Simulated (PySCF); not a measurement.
Molecule: `CSc1ccco1`, C5H6OS.

Geometry:
```
atom   x (Å)   y (Å)   z (Å)
  C1  -2.518  -0.051  -0.067
  S2  -1.418   1.377  -0.001
  C3   0.124   0.606  -0.284
  C4   1.385   1.133  -0.364
  C5   2.252   0.022  -0.611
  C6   1.458  -1.082  -0.661
  O7   0.161  -0.730  -0.462
  H8  -3.527   0.346   0.107
  H9  -2.271  -0.780   0.717
 H10  -2.480  -0.538  -1.051
 H11   1.656   2.180  -0.259
 H12   3.332   0.047  -0.735
 H13   1.644  -2.140  -0.822
```

Geometry PBE0-D3(BJ)/def2-SVP throughout; GIAO in PySCF 2.14.0 with density-fitted response routines, gas phase, one conformer, non-relativistic; equivalent atoms averaged; basis pcSseg-1.

Task: How do the shifts δ (against TMS, CS2 at the same level) depend on the functional? (a selection of nuclei; ppm; last column core-seconds on shared hosts with different chips, so compare them loosely)

Result: 
| functional | kind | C3 | C6 | C5 | C4 | C1 | S2 | H13 | H11 | H8/H9/H10 | core-s |
| --- | --- | --- | --- | --- | --- | --- | --- | --- | --- | --- | --- |
| PBE | GGA | 148.5 | 141.7 | 116.1 | 105.4 | 16.9 | 15.5 | 7.27 | 6.04 | 2.42 | 24 |
| OPBE | GGA | 140.2 | 135.5 | 111.2 | 101.7 | 17.2 | 4.3 | 7.35 | 6.09 | 2.43 | 24 |
| KT3 | GGA | 138.9 | 133.6 | 107.6 | 98.4 | 17.5 | 23.2 | 7.34 | 5.97 | 2.45 | 26 |
| B97-D | GGA | 145.6 | 138.2 | 112.8 | 102.6 | 18.2 | 23.9 | 7.25 | 5.98 | 2.46 | 26 |
| PBE0 | global hybrid | 152.4 | 144.8 | 118.5 | 108.3 | 16.3 | -9.3 | 7.36 | 6.18 | 2.41 | 24 |
| WP04 | global hybrid | 155.7 | 146.4 | 119.7 | 110.6 | 20.3 | 33.3 | 7.15 | 5.96 | 2.40 | 17 |
| CAM-B3LYP | range-separated hybrid | 158.5 | 148.7 | 121.7 | 111.1 | 15.8 | -5.2 | 7.32 | 6.17 | 2.37 | 26 |
| wB97X-D | range-separated hybrid | 154.6 | 146.3 | 119.7 | 109.6 | 16.1 | -12.5 | 7.34 | 6.22 | 2.37 | 22 |
| LC-wPBE | range-separated hybrid | 158.1 | 150.2 | 123.2 | 113.2 | 14.6 | -32.5 | 7.34 | 6.29 | 2.29 | 30 |

Task: Which nucleus among those listed moves most, in ppm?

Result: S2 (sulfide sulfur): from -32.5 ppm with LC-wPBE to 33.3 ppm with WP04. The smallest spread is 0.17 ppm, at H8/H9/H10. Proton shifts span only some 12 ppm, so a few tenths of a ppm matter as much there as several ppm in carbon.
